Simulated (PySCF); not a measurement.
Computed shifts of a molecule CH8O3Si2, PySCF with HF/pcSseg-1, GIAO, gas phase, atoms alike by connectivity averaged where their shifts nearly agree, in ppm (number of nuclei): ¹³C: 3.2 (1). ²⁹Si: -3.2 (1), -27.6 (1). ¹H: 4.80 (1), 4.67 (1), 4.63 (1), 2.42 (1), 1.56 (1), 0.56 (3). References: ¹³C against TMS (σ = 192.6 ppm); ²⁹Si against TMS (σ = 393.8 ppm); ¹⁷O against H2O (σ = 333.0 ppm); ¹H against TMS (σ = 31.99 ppm), references at their B3LYP-D3(BJ)/def2-TZVP geometries, non-relativistic. Geometry optimised at TPSSh-D3(BJ)/def2-SVP. One conformer was computed; it need not be the lowest.

### Question
Identify the compound among the candidates.
(A) C[Si](O)(O)[SiH2]O
(B) O[C@H]([SiH3])[SiH](O)O
(C) CO[SiH2]O[SiH2]O
(D) CO[Si@@H](O)[SiH2]O

### Answer
A, C[Si](O)(O)[SiH2]O
